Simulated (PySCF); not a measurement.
## `C[C@@H]1NC[C@@H]1[AsH2]`, C4H10AsN

Molfile (atoms numbered from 1):
```
C4H10AsN
     RDKit          3D

 16 16  0  0  0  0  0  0  0  0999 V2000
   -1.3589    1.2520   -0.5849 C   0  0  0  0  0  0  0  0  0  0  0  0
   -0.8732   -0.1598   -0.3183 C   0  0  2  0  0  0  0  0  0  0  0  0
   -0.6640   -0.4790    1.0968 N   0  0  0  0  0  0  0  0  0  0  0  0
    0.5406   -1.2410    0.7773 C   0  0  0  0  0  0  0  0  0  0  0  0
    0.6118   -0.4840   -0.5532 C   0  0  2  0  0  0  0  0  0  0  0  0
    1.8035    1.0984   -0.5409 As  0  0  0  0  0  3  0  0  0  0  0  0
   -1.2006    1.5022   -1.6336 H   0  0  0  0  0  0  0  0  0  0  0  0
   -2.4177    1.3461   -0.3540 H   0  0  0  0  0  0  0  0  0  0  0  0
   -0.8024    1.9514    0.0403 H   0  0  0  0  0  0  0  0  0  0  0  0
   -1.5275   -0.8827   -0.8342 H   0  0  0  0  0  0  0  0  0  0  0  0
   -1.4095   -0.9813    1.5681 H   0  0  0  0  0  0  0  0  0  0  0  0
    1.3553   -1.0857    1.4920 H   0  0  0  0  0  0  0  0  0  0  0  0
    0.3762   -2.3207    0.6526 H   0  0  0  0  0  0  0  0  0  0  0  0
    0.8224   -1.0901   -1.4395 H   0  0  0  0  0  0  0  0  0  0  0  0
    1.7026    1.3235    0.9354 H   0  0  0  0  0  0  0  0  0  0  0  0
    3.0337    0.2597   -0.3154 H   0  0  0  0  0  0  0  0  0  0  0  0
  1  2  1  0
  2  3  1  0
  3  4  1  0
  4  5  1  0
  5  6  1  0
  5  2  1  0
  1  7  1  0
  1  8  1  0
  1  9  1  0
  2 10  1  6
  3 11  1  0
  4 12  1  0
  4 13  1  0
  5 14  1  6
  6 15  1  0
  6 16  1  0
M  END
```

The calculation used TDDFT BHandHLYP/def2-SVPD circular dichroism and optical rotation, one conformer, gas phase in PySCF 2.14.0. Geometry: GFN2-xTB.

The molecule is flexible and this is one conformer; a measurement averages over conformers. The calculation is non-relativistic, which matters for the atoms heavier than Zn. States above about 7.9 eV lie in this functional's continuum (it starts at minus the energy of the highest occupied orbital, well below the true ionisation energy for most functionals) and depend on the basis.

Q: Draw the ECD and absorption spectra from the lowest 12 states, each a Gaussian of half-width 0.35 eV at 1/e height.

A: 
| E (eV) | λ (nm) | Δε (L mol⁻¹ cm⁻¹) | ε (L mol⁻¹ cm⁻¹) |
| --- | --- | --- | --- |
| 6.01 | 206 | +0.70 | 98.5 |
| 6.11 | 203 | +1.77 | 264 |
| 6.21 | 200 | +3.91 | 624 |
| 6.31 | 197 | +7.54 | 1300 |
| 6.41 | 194 | +12.66 | 2410 |
| 6.51 | 191 | +18.48 | 4020 |
| 6.61 | 188 | +23.47 | 6100 |
| 6.71 | 185 | +25.95 | 8480 |
| 6.81 | 182 | +24.91 | 10800 |
| 6.91 | 180 | +20.32 | 12500 |
| 7.01 | 177 | +12.91 | 13000 |
| 7.11 | 174 | +3.66 | 12200 |
| 7.21 | 172 | -6.17 | 10400 |
| 7.31 | 170 | -14.77 | 8320 |
| 7.41 | 167 | -19.93 | 6600 |
| 7.51 | 165 | -19.98 | 5540 |
| 7.61 | 163 | -14.91 | 5010 |
| 7.71 | 161 | -6.45 | 4730 |
| 7.81 | 159 | +2.83 | 4420 |
| 7.91 | 157 | +10.84 | 3940 |
| 8.01 | 155 | +16.50 | 3270 |
| 8.11 | 153 | +19.48 | 2510 |

Δε uses R in velocity form, ε uses f in length form. Only the states computed contribute, so the short-wavelength end is incomplete.
